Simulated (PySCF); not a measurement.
# Electronic structure of Ir²⁺ (iridium, charge +2) at the UHF level

Configuration: [Xe] 4f14 5d6 6p1, one real determinant (an excited configuration). Computed with PySCF 2.14 in def2-TZVPPD with the def2 core potential (60 electrons) (6s5p3d2f1g, 59 functions), with scalar relativity through the core potential.

| Quantity | Value |
| --- | --- |
| Total energy | -102.235360 hartree |
| One-electron energy | -166.0114 hartree |
| Hartree (Coulomb) energy | 72.9358 hartree |
| Exchange energy | -9.1598 hartree |
| ⟨S²⟩ | 8.7527 |
| ⟨L²⟩ | 8.078 |
| Sum of ⟨r⟩ | 21.93 bohr |
| Sum of ⟨r²⟩ | 42.38 bohr² |
| Traceless quadrupole moment −½Σ⟨3z² − r²⟩ along its main axis | -5.28 e·bohr² |

```
shell  electrons  mean orbital energy (eV)  spread (eV)  rms radius, mean of both spins (bohr)
 5s α          1                   -142.25            0                                   1.06
 5s β          1                   -135.86            0                                   1.06
 5p α          3                   -93.508        1.456                                   1.22
 5p β          3                   -84.753        1.681                                   1.22
 5d α          5                   -36.581        1.613                                   1.68
 5d β          1                   -32.672            0                                   1.68
 6p α          1                   -18.068            0                                   3.78
```

⟨L²⟩ = 8.08 against 12 for a pure F term, so this real determinant mixes terms. Energies and moments cover only the electrons outside the core potential. Spin-orbit coupling, absent here, splits the open shell strongly.
